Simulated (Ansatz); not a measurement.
Consider the silylene formation by 1,1-elimination: `N[SiH2]O[Si](N)(O)O` → `N[Si](O)(O)O` + `N[SiH]`.

Calculated with Ansatz (gas phase, PBE0-D4/def2-TZVP geometries, no zero-point term in ΔE). CCSD(T)/CBS is the MP2 limit (def2-TZVPP, def2-QZVPP) plus CCSD(T) − MP2 in def2-TZVPP, frozen cores. This one scheme is used for every species. DFT in def2-TZVPP. B3LYP here is the variant with VWN-RPA as its local correlation; programs differ in this. Each species was taken in one conformer, which may not be the lowest.

`N[SiH2]O[Si](N)(O)O`:

Cartesian coordinates in Å:
```
N 1.358 1.596 0.384
Si 1.326 0.109 1.271
O 0.340 -0.967 0.537
Si -0.755 -0.792 -0.673
N -2.128 -0.049 0.012
O -1.113 -2.251 -1.305
O -0.129 0.142 -1.858
H 2.256 1.986 0.142
H 0.712 2.329 0.634
H 2.712 -0.417 1.274
H 0.827 0.314 2.654
H -2.534 -0.459 0.839
H -2.852 0.278 -0.609
H -0.424 -2.682 -1.813
H 0.403 0.862 -1.488
```

`N[Si](O)(O)O`:

```xyz
10

N    -1.267    0.414    0.708
Si    0.184   -0.063   -0.033
O     0.307   -1.599   -0.597
O     1.293    0.106    1.154
O     0.421    0.852   -1.375
H    -1.417    0.212    1.682
H    -2.131    0.445    0.194
H     0.261   -1.696   -1.549
H     2.061   -0.463    1.082
H     0.287    1.794   -1.266
```

`N[SiH]`:

```xyz
5

N    -0.095   -0.005    0.556
Si   -0.393   -0.700   -0.975
H     0.499    0.786    0.746
H    -0.520   -0.370    1.394
H     0.509    0.289   -1.721
```

```json
{"level": "PBE-D4", "ΔE (kcal/mol)": "64.2", "difference from CCSD(T)/CBS": "-4.0"}
{"level": "r2SCAN-D4", "ΔE (kcal/mol)": "70.9", "difference from CCSD(T)/CBS": "2.7"}
{"level": "PBE0-D4", "ΔE (kcal/mol)": "68.3", "difference from CCSD(T)/CBS": "0.1"}
{"level": "B3LYP-D4", "ΔE (kcal/mol)": "66.9", "difference from CCSD(T)/CBS": "-1.3"}
{"level": "ωB97M-V", "ΔE (kcal/mol)": "66.7", "difference from CCSD(T)/CBS": "-1.5"}
{"level": "PBE", "ΔE (kcal/mol)": "61.0", "difference from CCSD(T)/CBS": "-7.2"}
{"level": "r2SCAN", "ΔE (kcal/mol)": "69.9", "difference from CCSD(T)/CBS": "1.7"}
{"level": "PBE0", "ΔE (kcal/mol)": "65.5", "difference from CCSD(T)/CBS": "-2.7"}
{"level": "B3LYP", "ΔE (kcal/mol)": "62.0", "difference from CCSD(T)/CBS": "-6.2"}
{"level": "MP2/def2-TZVPP", "ΔE (kcal/mol)": "70.9", "difference from CCSD(T)/CBS": "2.7"}
{"level": "CCSD/def2-TZVPP", "ΔE (kcal/mol)": "66.7", "difference from CCSD(T)/CBS": "-1.5"}
{"level": "MP2/def2-QZVPP", "ΔE (kcal/mol)": "71.7", "difference from CCSD(T)/CBS": "3.5"}
{"level": "SCS-MP2/def2-QZVPP", "ΔE (kcal/mol)": "69.7", "difference from CCSD(T)/CBS": "1.5"}
{"level": "HF/CBS(def2)", "ΔE (kcal/mol)": "67.9", "difference from CCSD(T)/CBS": "-0.3"}
{"level": "MP2/CBS(def2)", "ΔE (kcal/mol)": "72.1", "difference from CCSD(T)/CBS": "3.9"}
{"level": "CCSD/CBS(def2)", "ΔE (kcal/mol)": "67.9", "difference from CCSD(T)/CBS": "-0.3"}
{"level": "CCSD(T)/CBS", "ΔE (kcal/mol)": "68.2", "difference from CCSD(T)/CBS": "0"}
```

Largest T1 diagnostic among the species: 0.015.

The D4 term adds +5.0 kcal/mol with B3LYP and +2.8 kcal/mol with PBE0; it sums over pairs of atoms, weighted by their polarisabilities, and B3LYP, whose exchange is more repulsive, gets the larger term. From PBE to PBE0 (25 % exact exchange), in def2-TZVPP and without D4, ΔE moves by +4.4 kcal/mol.
